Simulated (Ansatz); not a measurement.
Two structures of Si$_{2}$NH$_{9}$O, closed shell, reached by relaxing down either side of one saddle point (PBE0-D4/def2-TZVP). Energies are electronic, without zero-point energy. Computed with Ansatz 0.2.0 (basis: def2-TZVPP and def2-QZVPP); correlated methods freeze the cores. Extrapolation: Hartree–Fock as exp(−7.88 √X), correlation as X^−2.97. First:

Si1  (-0.318, -1.063, 0.504)
O2  (-1.461, -0.359, 1.462)
H3  (-1.029, -1.218, -0.784)
H4  (0.882, -0.190, 0.393)
N5  (0.294, -2.562, 1.037)
H6  (-0.821, 2.042, -0.693)
Si7  (0.384, 2.317, -1.515)
H8  (-1.215, -0.158, 2.366)
H9  (-0.256, -3.401, 1.096)
H10  (1.177, -2.645, 1.509)
H11  (1.537, 2.610, -0.627)
H12  (0.695, 1.135, -2.357)
H13  (0.131, 3.491, -2.389)
(Å)

Second:

```csv
atom,x (Å),y (Å),z (Å)
Si1,0.4237,-0.9787,-0.7268
O2,-1.4131,0.9984,1.4597
H3,-0.7395,-1.5205,-1.4815
H4,1.6452,-1.6422,-1.2765
N5,0.1228,-1.3718,0.9520
H6,-2.3284,0.9906,1.1731
Si7,0.6182,1.3442,-0.9980
H8,-1.1073,0.0754,1.3997
H9,-0.1438,-2.3264,1.1502
H10,0.8334,-1.0865,1.6130
H11,1.2773,1.9549,0.1851
H12,1.4981,1.5683,-2.1825
H13,-0.6869,1.9943,-1.2676
```

**Question.** Which bonds change from the first to the second?

**Answer.** SiNH₅O ([NH2][SiH2][OH]) + SiH₄ → Si₂NH₇ ([NH2][SiH2][SiH3]) + H₂O; bonds formed: Si1–Si7, O2–H6; bonds broken: Si1–O2, H6–Si7.

**Question.** Give the saddle point's structure and its height above each. (An estimate is asked for; the value comes from the calculation.)

**Answer.** Computed: 266.8 kJ/mol above the first and 172.6 kJ/mol above the second (CCSD(T) at an estimated basis limit (MP2 extrapolated from triple and quadruple zeta, plus CCSD(T) − MP2 in triple zeta)).
```csv
atom,x (Å),y (Å),z (Å)
Si1,0.0148,-0.7894,-0.0600
O2,-1.3584,0.1005,0.8434
H3,-0.7442,-1.2356,-1.2469
H4,1.4635,-0.5932,-0.3536
N5,0.1755,-1.9292,1.2275
H6,-0.9604,0.9493,0.2756
Si7,0.3275,1.7742,-1.0742
H8,-1.1584,0.1946,1.7868
H9,-0.6063,-2.4356,1.6113
H10,1.0218,-2.4720,1.2765
H11,1.5803,2.3224,-0.4649
H12,0.7412,1.1439,-2.3672
H13,-0.4973,2.9700,-1.4541
```

No T1 diagnostic of these runs exceeds 0.013.

Labels in which every atom is bracketed show which atoms are joined, not bond orders.

For scale, one of the runs: CCSD(T)/def2-TZVPP, 272 basis functions, launched by `ansatz run in.yaml --threads 8 --pin off --events-out ev --progress --plain --max-ram 19148MiB`. The run took 65 s on 8 CPU threads of an Intel Xeon Platinum 8259CL (shared host), with 6.9 GiB of host memory at its peak.
